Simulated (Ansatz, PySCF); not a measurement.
Noncovalent pair: GeH4 (SMILES [GeH4]) (first 5 atoms) with CH5N (SMILES CN); geometry from B3LYP-D3(BJ)/def2-TZVP, rigid monomers moved along the line of their centres of mass till Ge1···N7 is 3.65 Å.
(charge 0, multiplicity 1):
```xyz
12

Ge     0.106     0.268     0.493
H      0.540     1.700     0.824
H     -1.314    -0.012     1.004
H      1.099    -0.756     1.059
H      0.093     0.115    -1.046
C     -0.340    -0.995     4.544
N      0.051     0.354     4.139
H      0.384    -1.710     4.149
H     -1.307    -1.236     4.099
H     -0.415    -1.150     5.627
H      0.956     0.601     4.520
H     -0.613     1.042     4.475
```

Counterpoise-corrected where a basis set is named; no monomer relaxation. Rows marked so take none.

Rows in 6-31G* carry no dispersion term and start afresh at each structure (6-31G* with six Cartesian d functions); the Pople sets are all-electron and without relativity.

Run with Ansatz (Gaussian orbitals); PySCF for 6-31G* rows, the dispersion terms. 

Task: What is the computed interaction energy (PBE/def2-TZVPPD)?

Result: -6 kJ/mol

Ansatz is a first-principles code.
